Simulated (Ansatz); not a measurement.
Ligand exchange: GeH2(CH3)Br + H2 → GeH3(CH3) + HBr

Species: GeH2(CH3)Br, singlet; H2 (hydrogen), singlet; GeH3(CH3) (methyl germane), singlet; HBr (hydrogen bromide), singlet. The partners trade Br for H: Ge–Br and H–H bonds give way to Ge–H and H–Br.

Shapes, held fixed at every level: PBE0-D4/def2-TZVP. Programs: Ansatz 0.2.0. The zero-point and thermal change to 298 K, harmonic and unscaled (PBE0-D4/def2-TZVP), is +2.7 kJ/mol.

**Question.** Estimate ΔH(298 K) of this reaction.

**Answer.** The highest level, CCSD(T)/def2-TZVPP, gives ΔH(298 K) = +68.7 kJ/mol; the levels span +54.2 to +75.3. The column of differences is taken from that level and isn't an error. No measured value is set beside it here. Relativity is left out for Br, Ge. Outer-core shells of Br, Ge are correlated, in sets that cover them unevenly. Times are processor times on shared x86 and Arm servers, and rough.

```
                level                    kind  ΔH(298 K) (kJ/mol)  less CCSD(T)/def2-TZVPP  CPU time (sum over the molecules)
     SPW92/def2-TZVPP                     LDA               +62.0                     -6.7                                7 s
 r2SCAN-D4/def2-TZVPP                meta-GGA               +75.3                     +6.6                               26 s
r2SCAN0-D4/def2-TZVPP           global hybrid               +74.9                     +6.2                               26 s
   wB97M-V/def2-TZVPP  range-separated hybrid               +72.2                     +3.5                               53 s
   wB97X-V/def2-TZVPP  range-separated hybrid               +71.1                     +2.4                               40 s
     CCSD(T)/def2-SVP   coupled cluster or CI               +54.2                    -14.5                               24 s
      CCSD/def2-TZVPP   coupled cluster or CI               +66.0                     -2.7                                  –
   CCSD(T)/def2-TZVPP   coupled cluster or CI               +68.7                      0.0                            6.4 min
```
